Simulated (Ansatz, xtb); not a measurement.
## Two isomers of C3H7ClSn

Structure a: `CC[CH2][Sn][Cl]`, a singlet. Structure b: `C[CH](C)[Sn][Cl]`, a singlet. Both are isolated molecules in the gas phase, relaxed with PBE0-D4/def2-SVP; the shapes shown needn't be the lowest conformers.

a (Å):

```xyz
12

C     1.1790   -1.2333    2.7052
C     0.0839   -0.9461    1.6891
C     0.3430    0.3104    0.8702
Cl   -1.1256    1.5854    3.6800
Sn    0.3866    2.2517    1.9280
H     0.9971   -2.1756    3.2440
H     2.1681   -1.3106    2.2240
H     1.2302   -0.4355    3.4657
H    -0.0244   -1.8154    1.0147
H    -0.8781   -0.8447    2.2182
H    -0.4415    0.4553    0.1005
H     1.2954    0.2402    0.3115
```

b (Å):

```yaml
atoms:
  - { symbol: C, position_ang: [-0.8096, 0.2200, 1.5967] }
  - { symbol: C, position_ang: [0.7038, 0.0757, 1.7070] }
  - { symbol: C, position_ang: [1.3235, -0.6297, 0.5080] }
  - { symbol: Cl, position_ang: [0.4670, 2.4538, 4.0920] }
  - { symbol: Sn, position_ang: [1.6685, 2.0506, 2.0474] }
  - { symbol: H, position_ang: [-1.1049, 0.8141, 0.7136] }
  - { symbol: H, position_ang: [-1.2979, -0.7655, 1.4868] }
  - { symbol: H, position_ang: [-1.2355, 0.7061, 2.4877] }
  - { symbol: H, position_ang: [0.9367, -0.4862, 2.6314] }
  - { symbol: H, position_ang: [2.4135, -0.7635, 0.6110] }
  - { symbol: H, position_ang: [1.1511, -0.0736, -0.4302] }
  - { symbol: H, position_ang: [0.8901, -1.6355, 0.3601] }
```

Question: Estimate which is lower in electronic energy at CCSD(T)/def2-SVP + ΔMP2/def2-TZVPP, and by roughly how much.

Answer: CCSD(T)/def2-SVP + ΔMP2/def2-TZVPP gives E(b) − E(a) = +1.34 kcal/mol, slightly favouring structure a, which is too small a margin to settle the true order.

How the difference moves with the method:

```json
{"level": "PBE0-D4/def2-SVP", "geometry": "PBE0-D4/def2-SVP", "E(b) − E(a) (kcal/mol)": "+1.77", "departure from the last row (kcal/mol)": "+0.42", "job, with rough time for the two": "optimisation, 2 min"}
{"level": "HF/def2-SVP", "geometry": "PBE0-D4/def2-SVP", "E(b) − E(a) (kcal/mol)": "+1.88", "departure from the last row (kcal/mol)": "+0.54", "job, with rough time for the two": "part of the CCSD(T) run"}
{"level": "MP2/def2-SVP", "geometry": "PBE0-D4/def2-SVP", "E(b) − E(a) (kcal/mol)": "+1.26", "departure from the last row (kcal/mol)": "−0.09", "job, with rough time for the two": "part of the CCSD(T) run"}
{"level": "CCSD(T)/def2-SVP", "geometry": "PBE0-D4/def2-SVP", "E(b) − E(a) (kcal/mol)": "+1.38", "departure from the last row (kcal/mol)": "+0.03", "job, with rough time for the two": "single point"}
{"level": "CCSD(T)/def2-SVP + ΔMP2/def2-TZVPP", "geometry": "PBE0-D4/def2-SVP", "E(b) − E(a) (kcal/mol)": "+1.34", "departure from the last row (kcal/mol)": "", "job, with rough time for the two": "single point, 73 s"}
```

As drawn, both hold the same kinds of bond in the same numbers. Structure a has 1 methyl group, b 2.

The largest departure from CCSD(T)/def2-SVP + ΔMP2/def2-TZVPP is that of HF/def2-SVP, 0.54 kcal/mol. Levels run at GFN2-xTB geometries aren't shown. The last row adds to CCSD(T) the change of the MP2 difference between the two basis sets, here −0.03 kcal/mol.

With thermal terms from frequencies at re-optimised GFN2-xTB minima (ideal gas, soft modes damped towards free rotors, one conformer each, 298.15 K, 1 atm): the zero-point term adds −0.02 kcal/mol; ΔH is +1.48 and ΔG +1.30 kcal/mol.

The correlated steps freeze 12 core orbitals; the filled d shell of Sn is correlated, in a basis made for valence electrons. Atoms past krypton carry core potentials in the def2 sets and no spin–orbit term is included. Run with Ansatz 0.2.0, xtb 6.7.1; the last row on 2 threads of Arm Neoverse V1 on a shared host.
